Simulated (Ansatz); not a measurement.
CF3, SMILES F[C](F)F, multiplicity 2.

The structure is a stationary point at r2SCAN-D4/def2-TZVP. The isomer is the one that the SMILES or the coordinates give; other isomers of the formula were not compared.

Two levels are set side by side: PBE/def2-SVPD (Ansatz, a first-principles code) and ωB97X-V/def2-SVPD (Ansatz). Energy differences of separate SCF runs at the same geometry; the states with an electron removed or added have multiplicity 1 and 1. Differences are taken from unrounded values.

```json
[
 {"quantity": "vertical ionisation energy (eV)", "ωB97X-V": "11.29", "PBE": "10.87", "PBE minus ωB97X-V": "-0.42"},
 {"quantity": "vertical electron affinity (eV)", "ωB97X-V": "0.39", "PBE": "0.40", "PBE minus ωB97X-V": "0.00"}
]
```
